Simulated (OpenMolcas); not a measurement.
Multiconfigurational calculation on Dy3+

Dy3+ among 6 point charges of -1.5 e arranged as a tetragonal octahedron (D4h), 2.88 Å from the ion, with the axial distance 3.456 Å. With inversion symmetry the input lists one of each pair of outer charges.

Input:

```
&GATEWAY
Coord
1

Dy 0.0 0.0 0.0
Basis=ANO-RCC-VDZP
Group=XYZ
NoMove
AngMom=0.0 0.0 0.0
AMFI
XField
3 Angstrom 0
2.880000 0.000000 0.000000 -1.500000
0.000000 2.880000 0.000000 -1.500000
0.000000 0.000000 3.456000 -1.500000
&SEWARD
&RASSCF
FileOrb=start.orb
Symmetry=2
Spin=6
nActEl=9 0 0
Inactive=15 12
Ras2=0 7
CIRoot=21 21 1
SDav=21
CIMx=300
Iter=120 100
PrWF=0.3
OrbListing=Nothing
MaxOrb=0
>>> COPY $Project.JobIph JOB001
&RASSCF
FileOrb=start.orb
Symmetry=2
Spin=4
nActEl=9 0 0
Inactive=15 12
Ras2=0 7
CIRoot=162 162 1
SDav=224
CIMx=300
Iter=120 100
PrWF=0.3
OrbListing=Nothing
MaxOrb=0
CIOnly
>>> COPY $Project.JobIph JOB002
&RASSCF
FileOrb=start.orb
Symmetry=2
Spin=2
nActEl=9 0 0
Inactive=15 12
Ras2=0 7
CIRoot=162 162 1
SDav=490
CIMx=300
Iter=120 100
PrWF=0.3
OrbListing=Nothing
MaxOrb=0
CIOnly
>>> COPY $Project.JobIph JOB003
&RASSI
NrOfJobIphs=3 21 108 40
1 2 3 4 5 6 7 8 9 10 11 12 13 14 15 16 17 18 19 20 21
1 2 3 4 5 6 7 8 9 10 11 12 13 14 15 16 17 18 19 20 21 22 23 24 25 26 27
28 29 30 31 32 33 34 35 36 37 38 39 40 41 42 43 44 45 46 47 48 49 50 51
52 53 54 55 56 57 58 59 60 61 62 63 64 65 66 67 68 69 70 71 72 73 74 75
76 77 78 79 80 81 82 83 84 85 86 87 88 89 90 91 92 93 94 95 96 97 98 99
100 101 102 103 104 105 106 107 108
1 2 3 4 5 6 7 8 9 10 11 12 13 14 15 16 17 18 19 20 21 22 23 24 25 26 27
28 29 30 31 32 33 34 35 36 37 38 39 40
IphNames
JOB001
JOB002
JOB003
EJob
SpinOrbit
DIPRint=1.0
SOCoupling=1000.0
Subsets=2
Property=9
'ANGMOM' 1 'ANGMOM' 2 'ANGMOM' 3 'MLTPL  1' 1 'MLTPL  1' 2 'MLTPL  1' 3
'AMFI' 1 'AMFI' 2 'AMFI' 3
SOProperty=3
'ANGMOM' 1 'ANGMOM' 2 'ANGMOM' 3
```

Launched by
```bash
OMP_NUM_THREADS=1 MOLCAS_MEM=2252 MOLCAS_PROJECT=a pymolcas a.inp > a.log  # once for each step of the input, in one work folder
```

A driver script runs the steps one by one and writes start.orb anew before each from the orbitals found so far, so a CI-only block uses the converged orbitals of the first block.

Output, cut to the results:

```
--- SEWARD ---
Basis set label: DY.ANO-RCC...7S6P4D2F1G.

      Electronic valence basis set:
      ------------------
      Associated Effective Charge  66.000000 au
      Associated Actual Charge     66.000000 au
      Nuclear Model: Point charge

      Shell  nPrim  nBasis  Cartesian Spherical Contaminant
         s      25       7        X
         p      22       6        X
         d      15       4                 X
         f      11       2                 X
         g       4       1                 X
                  Relativistic Douglas-Kroll-Hess integrals:
                    - DKH order of Hamiltonian: 2
                    - DKH order of Properties : 0
                  Atomic mean-field integrals
--- RASSCF ---
Wave function specifications:
      -----------------------------

      Number of closed shell electrons          54
      Number of electrons in active shells       9
      Max number of holes in RAS1 space          0
      Max nr of electrons in RAS3 space          0
      Number of inactive orbitals               27
      Number of active orbitals                  7
      Number of secondary orbitals              34
      Spin quantum number                      2.5
      State symmetry                             2
Orbital specifications:
      -----------------------

      Symmetry species                           1   2
                                                ag  au
      Frozen orbitals                            0   0
      Inactive orbitals                         15  12
      Active orbitals                            0   7
      RAS1 orbitals                              0   0
      RAS2 orbitals                              0   7
      RAS3 orbitals                              0   0
      Secondary orbitals                        21  13
      Deleted orbitals                           0   0
      Number of basis functions                 36  32
      Number of CSFs                            21
      Number of root(s) required                21
      Iter CI   SX   CI       RASSCF       Energy    max ROT     max BLB   max BLB  Level Ln srch  Step   QN
          iter iter root      energy       change     param      element    value   shift minimum  type update
 Nr of preliminary CI iterations:   1
      Total energies have been shifted. Add               -12000.00 au
        1   1    8    0  -149.58416834    0.00E+00  -7.08E-02   11  21 2  2.80E-01*  0.00   0.00    SX    NO
        2   1    9    0  -149.63442259   -5.03E-02* -7.35E-02   14  27 2 -2.50E-01*  0.00   0.00    SX    NO
        3   1    8    0  -149.63003256    4.39E-03* -7.05E-02   16  29 2  2.67E-01*  0.00   0.00    SX    NO
        4   1    9    0  -149.64195314   -1.19E-02*  6.98E-02   16  29 2 -2.37E-01*  0.00   0.00    SX    NO
        5   1    8    0  -149.63569778    6.26E-03* -2.17E-02   16  29 2  2.59E-01*  0.00   0.50    LS   YES
        6   1    8    0  -149.71088180   -7.52E-02*  2.46E-02   16  29 2  9.95E-02*  0.00   1.63    SX   YES
        7   1    8    0  -149.71617517   -5.29E-03* -1.97E-02   14  27 2 -7.41E-02*  0.00   0.56    SX   YES
        8   1    8    0  -149.71816784   -1.99E-03* -1.72E-02   14  27 2  6.54E-02*  0.00   0.54    SX   YES
        9   1    8    0  -149.71956545   -1.40E-03*  1.53E-02   14  27 2 -5.59E-02*  0.00   0.53    SX   YES
       10   1    8    0  -149.72026538   -7.00E-04* -1.40E-02   14  27 2  5.20E-02*  0.00   0.52    SX   YES
        ...
       34   1    8    0  -149.72280634    1.73E-06* -5.69E-03   14  27 2  2.86E-02*  0.00   0.50    SX   YES
       35   1    7    0  -149.72372735   -9.21E-04* -1.66E-03   14  27 2 -1.17E-02*  0.00   0.71    QN   YES
       36   1    5    0  -149.72391665   -1.89E-04* -6.03E-06   12  25 2  4.77E-05   0.00   1.00    QN   YES
       37   1    4    0  -149.72391665   -1.81E-09  -8.00E-07   12  25 2  4.72E-06   0.00   1.12    QN   YES
      Convergence after 37 iterations
       38   1    4    0  -149.72391665   -3.82E-11  -8.00E-07   15  21 2  1.84E-07   0.00   1.12    QN   YES
      Natural orbitals and occupation numbers for root  1
      sym 2:   1.020612   1.356692   1.622696   1.000000   1.622696   1.356692   1.020612
      Natural orbitals and occupation numbers for root  2
      sym 2:   1.007554   1.429343   1.563103   1.429343   1.007554   1.563103   1.000000
      Natural orbitals and occupation numbers for root  3
      sym 2:   1.429343   1.429343   1.007554   1.563103   1.563103   1.007554   1.000000
...
--- RASSI ---
SPIN-FREE ENERGIES:
  (Shifted by EMIN (a.u.) =     -12149.7591620079)

 SF State       Relative EMIN(au)   Rel lowest level(eV)    D:o, cm**(-1)      L_eff

     1             0.0000000000        0.0000000000              0.0000         5.0
     2             0.0001426330        0.0038812430             31.3043         5.0
     3             0.0001426330        0.0038812430             31.3043         5.0
     4             0.0004229242        0.0115083544             92.8211         5.0
     5             0.0008195389        0.0223007899            179.8680         5.0
     6             0.0013263413        0.0360915853            291.0983         5.0
     7             0.0013263413        0.0360915853            291.0983         5.0
     8             0.0020710983        0.0563574565            454.5535         5.0
     9             0.0020953334        0.0570169268            459.8725         5.0
    10             0.0026596295        0.0723722063            583.7212         5.0
    11             0.0026596295        0.0723722063            583.7212         5.0
    12             0.0347716209        0.9461840078           7631.4887         3.0
    13             0.0347716209        0.9461840078           7631.4887         3.0
    14             0.0352895100        0.9602764874           7745.1522         3.0
    15             0.0354805567        0.9654751334           7787.0821         3.0
    16             0.0355120288        0.9663315324           7793.9894         3.0
    17             0.0355120288        0.9663315324           7793.9894         3.0
    18             0.0355189055        0.9665186558           7795.4987         3.0
    22             0.1135388946        3.0895507154          24918.9070         6.0
    23             0.1135866466        3.0908501122          24929.3874         6.0
    24             0.1135866466        3.0908501122          24929.3874         6.0
...
```

Spin-orbit levels above the lowest (labels of D4, the rotations of D4h):

```json
{"E (cm-1)": "0.0", "Degeneracy": "2", "Label": "E1/2", "2S+1": "6", "J": "7.50", "|mJ| (%)": "1/2 (96)", "g": "1.11 10.51 10.51"}
{"E (cm-1)": "18.4", "Degeneracy": "2", "Label": "E3/2", "2S+1": "6", "J": "7.50", "|mJ| (%)": "3/2 (82)", "g": "2.18 7.83 7.83"}
{"E (cm-1)": "97.9", "Degeneracy": "2", "Label": "E3/2", "2S+1": "6", "J": "7.50", "|mJ| (%)": "5/2 (82)", "g": "4.82 7.81 7.81"}
{"E (cm-1)": "162.6", "Degeneracy": "2", "Label": "E1/2", "2S+1": "6", "J": "7.50", "|mJ| (%)": "7/2 (96)", "g": "0.69 0.69 8.99"}
{"E (cm-1)": "252.0", "Degeneracy": "2", "Label": "E1/2", "2S+1": "6", "J": "7.50", "|mJ| (%)": "9/2 (99)", "g": "0.81 0.81 11.87"}
{"E (cm-1)": "353.0", "Degeneracy": "2", "Label": "E3/2", "2S+1": "6", "J": "7.50", "|mJ| (%)": "11/2 (99)", "g": "0.01 0.01 14.61"}
{"E (cm-1)": "454.5", "Degeneracy": "2", "Label": "E3/2", "2S+1": "6", "J": "7.50", "|mJ| (%)": "13/2 (100)", "g": "0.02 0.02 17.25"}
{"E (cm-1)": "539.1", "Degeneracy": "2", "Label": "E1/2", "2S+1": "6", "J": "7.50", "|mJ| (%)": "15/2 (100)", "g": "0.00 0.00 19.89"}
{"E (cm-1)": "3612", "Degeneracy": "2", "Label": "E1/2", "2S+1": "6", "J": "6.50", "|mJ| (%)": "1/2 (99)", "g": "1.27 8.96 8.96"}
{"E (cm-1)": "3635", "Degeneracy": "2", "Label": "E3/2", "2S+1": "6", "J": "6.50", "|mJ| (%)": "3/2 (95)", "g": "3.45 3.58 3.58"}
{"E (cm-1)": "3688", "Degeneracy": "2", "Label": "E3/2", "2S+1": "6", "J": "6.50", "|mJ| (%)": "5/2 (95)", "g": "3.55 3.55 6.04"}
{"E (cm-1)": "3756", "Degeneracy": "2", "Label": "E1/2", "2S+1": "6", "J": "6.50", "|mJ| (%)": "7/2 (99)", "g": "0.12 0.12 9.02"}
{"E (cm-1)": "3843", "Degeneracy": "2", "Label": "E1/2", "2S+1": "6", "J": "6.50", "|mJ| (%)": "9/2 (100)", "g": "0.13 0.13 11.57"}
{"E (cm-1)": "3945", "Degeneracy": "2", "Label": "E3/2", "2S+1": "6", "J": "6.50", "|mJ| (%)": "11/2 (100)", "g": "0.00 0.00 14.07"}
{"E (cm-1)": "4055", "Degeneracy": "2", "Label": "E3/2", "2S+1": "6", "J": "6.50", "|mJ| (%)": "13/2 (100)", "g": "0.00 0.00 16.58"}
{"E (cm-1)": "6210", "Degeneracy": "2", "Label": "E1/2", "2S+1": "6", "J": "5.50", "|mJ| (%)": "1/2 (100)", "g": "1.24 7.28 7.28"}
{"E (cm-1)": "6232", "Degeneracy": "2", "Label": "E3/2", "2S+1": "6", "J": "5.50", "|mJ| (%)": "3/2 (98)", "g": "1.73 1.73 3.57"}
{"E (cm-1)": "6280", "Degeneracy": "2", "Label": "E3/2", "2S+1": "6", "J": "5.50", "|mJ| (%)": "5/2 (98)", "g": "1.78 1.78 6.00"}
{"E (cm-1)": "6350", "Degeneracy": "2", "Label": "E1/2", "2S+1": "6", "J": "5.50", "|mJ| (%)": "7/2 (100)", "g": "0.02 0.02 8.51"}
{"E (cm-1)": "6450", "Degeneracy": "2", "Label": "E1/2", "2S+1": "6", "J": "5.50", "|mJ| (%)": "9/2 (100)", "g": "0.03 0.03 10.83"}
```

High states are left out of the spin-orbit mixing, which shifts the levels that they would mix with. This is an electrostatic model: the charges have no orbitals. The first state left out of the spin-orbit step lies near 43000 cm-1 above the lowest spin-free state of the reference (among the parities and spins computed), and the lists stop at four fifths of that energy or lower. No measured value stands beside these numbers.

The RASSCF and RASSI steps took 73 s on 1 thread of Arm Neoverse V2, on a shared host; the integral step is not counted.
